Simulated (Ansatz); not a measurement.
Frontier orbitals of C3H8SSi, SMILES `CC[SiH2]C=S`.

Cartesian coordinates in Å:
```
C 0.056 -0.691 -1.589
C -0.828 0.161 -0.683
Si -0.455 -0.027 1.136
C 1.202 0.742 1.606
S 2.074 1.684 0.629
H -0.215 -0.565 -2.640
H -0.033 -1.755 -1.351
H 1.108 -0.415 -1.486
H -0.726 1.221 -0.936
H -1.885 -0.090 -0.829
H -0.404 -1.462 1.540
H -1.477 0.647 1.989
H 1.584 0.550 2.614
```

The species carries charge 0 and has multiplicity 1. The geometry is a stationary point of PBE0-D4/def2-TZVP. It is one conformer, not always the lowest. Basis def2-TZVPP, Ansatz.

Orbital energies of one run (eV). Highest occupied ones, from the top: -8.57, -10.88, -10.96, -12.05, -12.28, -12.59, -13.16, -14.06, -14.38, -15.27, -16.85, -19.23, -20.30, -24.04. Empty: -0.50, 2.24, 2.57, 3.03, 3.36, 3.88.

Q: Which functional gave them?
A. ωB97M-V
B. LC-ωPBE
C. CAM-B3LYP
D. r2SCANh

A: A. HOMO energies: ωB97M-V -8.57, LC-ωPBE -9.08, CAM-B3LYP -7.70, r2SCANh -5.82 eV.

LC-ωPBE has ω = 0.4 bohr⁻¹.
